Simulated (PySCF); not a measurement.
# Telling isomers of C8H8O2 apart by NMR

Theory: GFN2-xTB structure, NMR shieldings at PBE0/pcSseg-1/GIAO, in PySCF 2.14 (non-relativistic, in vacuum, a single conformation, fast rotation and ring inversion assumed for equivalent nuclei).

References, each an isolated molecule treated in the same way: 1H, 13C vs TMS. Where no couplings were computed, multiplicities follow the n + 1 count of equivalent neighbours, and m marks all less simple cases (inequivalent or close neighbours, rings, F or P nearby). Shifts are as computed. Against solution values, carbons near 30 ppm lie about +3 ppm off and those near 130 ppm about +5 ppm. Of 1211 compounds with measured shifts, 218 miss one by over three times the rms of a fit or turn the order of signals round; such compounds aren't used in these exercises.

(1) Tabulate the signals of `O=C1C=C(C2CC2)C(=O)C1`, `Cc1c(C2CC2)c(=O)c1=O` and their relative energies.

(2) What is the quickest way to tell O=C1C=C(C2CC2)C(=O)C1 from Cc1c(C2CC2)c(=O)c1=O?

Answers

(1) 
```json
{"SMILES": "O=C1C=C(C2CC2)C(=O)C1", "carbon types": "3×C 2×CH 3×CH2", "δC": "207.0, 203.7, 178.5, 141.1, 44.9, 20.1, 9.0", "δH": "6.34 (s, 1H), 2.77 (s, 2H), 2.20 (m, 1H), 1.42 (m, 2H), 0.81 (m, 2H)", "E rel. (kcal/mol)": "0.0"}
{"SMILES": "Cc1c(C2CC2)c(=O)c1=O", "carbon types": "4×C 1×CH 2×CH2 1×CH3", "δC": "212.4, 208.2, 204.9, 202.5, 14.4, 13.1, 12.8", "δH": "2.52 (s, 3H), 1.97 (m, 1H), 1.70 (m, 2H), 1.24 (m, 2H)", "E rel. (kcal/mol)": "17.6"}
```

Energies are electronic energies at PBE0/pcSseg-1 on these geometries, without zero-point or thermal terms, each for the one conformer computed, which needn't be the lowest.

(2) Both give the same number of carbon signals, but DEPT or the intensities differ. The first has a β carbon of a C=C–C=O unit (CH) at 141.1 ppm, the second a methyl carbon on an unsaturated ring (CH3) at 13.1 ppm. Their most deshielded carbons lie at 207.0 and 212.4 ppm. In the proton spectra the most deshielded non-exchanging signals are 6.34 (s, 1H) and 2.52 (s, 3H).
